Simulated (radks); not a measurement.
Task: These are the eigenvalues of the occupied orbitals of an atom or ion with whole-number occupations (eV). Method: Dirac Kohn-Sham, LDA (Slater exchange, Perdew-Wang correlation), spin-unpolarised, spherical densities, point nucleus; computed with a radial shooting solver on a logarithmic mesh with Libxc functionals.

1s1/2: -82982.14
2s1/2: -14696.35
2p1/2: -14102.49
2p3/2: -12156.49
3s1/2: -3486.744
3p1/2: -3219.119
3p3/2: -2788.164
3d3/2: -2344.335
3d5/2: -2251.940
4s1/2: -765.8983
4p1/2: -651.2651
4p3/2: -546.9502
4d3/2: -359.4320
4d5/2: -339.9869
5s1/2: -118.2572
4f5/2: -98.3799
4f7/2: -94.1831
5p1/2: -80.2832
5p3/2: -61.7980
5d3/2: -11.2147
5d5/2: -9.3650
6s1/2: -7.1386

Which element is it, and in what charge state? The configuration may be excited. Open shells, if any, are shared by 2j + 1.

Result: Z = 80, mercury, charge 0: Hg in [Hg]. The list shows which subshells hold electrons but not how many an open one holds; the 1s level, -3049.5 hartree, gives Z - s = 78.1 by -(Z - s)^2/2, which with screening and relativity narrows Z to a few neighbours, and the depths of the outer levels then fix element, charge and occupations together.
